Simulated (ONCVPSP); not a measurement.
Which change was made? (Cl, ONCV)

```
Element                 : chlorine
Generator               : ONCVPSP 4.0.1
Type                    : optimised norm-conserving Vanderbilt (ONCV)
Functional              : PBE
Relativity              : scalar-relativistic
Frozen core             : [Ne]
Valence charge          : 7
Reference configuration : 3s1.75 3p5.25
Partial waves           : 3s: rc 1.35 bohr, ncon 3, nbas 7, qcut 3.8 1/bohr, 2 projectors, debl 0.9 Ha; 3p: rc 1.50 bohr, ncon 4, nbas 7, qcut 4.6 1/bohr, 2 projectors, debl 3.4 Ha
Local potential         : polynomial inside 0.95 bohr (lpopt 1, dvloc0 -1 Ha)
Core correction         : none
```

Cutoffs, loose and tight: the cutoffs (Ha) at which the residual kinetic energy of the hardest occupied pseudo-wave falls to 1 and 0.1 mHa per electron. They do not see the model core or the augmentation charge, which bear on the density cutoff. Test errors are all-electron minus pseudo excitation energies from the reference, over the configurations 3s2 3p5; 3s2 3p4; 3s2 3p3; 3s1 3p5; variants that change the core or the reference have their own tests.

The base gives: outcome: generated; cutoff, loose: 67 Ha; cutoff, tight: 109 Ha; bound ghosts: none; GHOST(+) flags above zero: s; largest test error (meV): +16.

(1) After one change the result is: outcome: generated; cutoff, loose: 46 Ha; cutoff, tight: 78 Ha; bound ghosts: none; GHOST(+) flags above zero: s; largest test error (meV): +14. Which change was it?
A. reference 3s2 3p5
B. s: nbas 6
C. all radii scaled by about 0.88 (s 1.18, p 1.32 bohr); local potential polynomial inside 0.84 bohr (lpopt 1, dvloc0 -1 Ha)

## Answers

(1) B. The others give: all radii scaled by about 0.88 (s 1.18, p 1.32 bohr); local potential polynomial inside 0.84 bohr (lpopt 1, dvloc0 -1 Ha) → outcome: generated; cutoff, loose: 86 Ha; cutoff, tight: 136 Ha; bound ghosts: none; GHOST(+) flags above zero: s; largest test error (meV): +11 | reference 3s2 3p5 → outcome: generated; cutoff, loose: 67 Ha; cutoff, tight: 109 Ha; bound ghosts: none; GHOST(+) flags above zero: s; largest test error (meV): +171.
